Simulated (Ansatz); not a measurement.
`c1c[se]c(-c2ccc(-c3ccc(-c4ccc(-c5ccc(-c6ccc[se]6)[se]5)[se]4)[se]3)[se]2)c1`. The state is a singlet with charge 0. Geometry r2SCAN-D4/def2-SVP.

Cartesian coordinates in Å:
```
C 4.527 -9.550 3.453
C 5.182 -8.888 4.463
Se 4.807 -7.067 4.436
C 3.706 -7.381 2.938
C 2.984 -6.328 2.271
C 2.147 -6.442 1.169
C 1.561 -5.244 0.711
C 1.889 -4.093 1.417
C 1.458 -2.748 1.195
C 1.787 -1.597 1.902
C 1.201 -0.400 1.445
C 0.363 -0.512 0.341
C -0.364 0.512 -0.341
C -1.200 0.400 -1.447
C -1.786 1.597 -1.904
C -1.459 2.747 -1.195
C -1.890 4.092 -1.417
C -1.561 5.244 -0.712
C -2.147 6.442 -1.169
C -2.985 6.328 -2.271
C -3.706 7.381 -2.937
C -3.723 8.731 -2.616
C -4.528 9.550 -3.451
C -5.179 8.889 -4.464
Se -4.803 7.069 -4.438
Se -3.074 4.528 -2.825
Se -0.280 2.316 0.218
Se 0.276 -2.317 -0.216
Se 3.071 -4.529 2.827
C 3.720 -8.731 2.619
H 4.622 -10.629 3.306
H 5.849 -9.305 5.217
H 1.958 -7.405 0.689
H 0.885 -5.215 -0.149
H 2.462 -1.624 2.763
H 1.391 0.564 1.926
H -1.388 -0.563 -1.930
H -2.459 1.625 -2.765
H -0.884 5.215 0.148
H -1.957 7.405 -0.690
H -3.152 9.129 -1.774
H -4.625 10.629 -3.303
H -5.844 9.307 -5.219
H 3.146 -9.130 1.779
```

The 6-31G sets use Cartesian d functions. Single mean-field runs in 6-31G, def2-SVP, def2-TZVP are fitted with def2-universal-jkfit.

Q: Estimate the orbital energies around the gap (eV) in Ansatz with HF/6-31G, PBE-D4/def2-SVP, PBE-D4/def2-TZVP, r2SCANh-D4/def2-SVP, r2SCAN0-D4/def2-SVP.

A: 
```
orbital  HF/6-31G  PBE-D4/def2-SVP  PBE-D4/def2-TZVP  r2SCANh-D4/def2-SVP  r2SCAN0-D4/def2-SVP
HOMO−13    -11.79            -7.90             -7.89                -8.72                -9.40
HOMO−12    -11.74            -7.83             -7.82                -8.65                -9.34
HOMO−11    -11.54            -7.63             -7.68                -8.47                -9.17
HOMO−10    -10.65            -7.06             -7.11                -7.83                -8.49
 HOMO−9     -9.63            -6.47             -6.53                -7.17                -7.77
 HOMO−8     -9.53            -6.22             -6.30                -6.93                -7.53
 HOMO−7     -9.46            -6.14             -6.22                -6.85                -7.44
 HOMO−6     -9.37            -6.13             -6.21                -6.84                -7.42
 HOMO−5     -9.23            -5.96             -6.04                -6.67                -7.25
 HOMO−4     -9.11            -5.96             -6.03                -6.64                -7.21
 HOMO−3     -9.08            -5.88             -5.95                -6.57                -7.15
 HOMO−2     -8.45            -5.56             -5.62                -6.19                -6.75
 HOMO−1     -7.32            -4.93             -4.99                -5.46                -5.94
   HOMO     -6.37            -4.38             -4.43                -4.81                -5.23
   LUMO      0.35            -2.98             -3.08                -2.88                -2.59
 LUMO+1      1.25            -2.45             -2.56                -2.25                -1.91
 LUMO+2      2.30            -1.83             -1.96                -1.55                -1.14
 LUMO+3      2.96            -1.59             -1.68                -1.17                -0.69
 LUMO+4      2.96            -1.59             -1.68                -1.17                -0.69
 LUMO+5      3.36            -1.19             -1.32                -0.82                -0.36
```
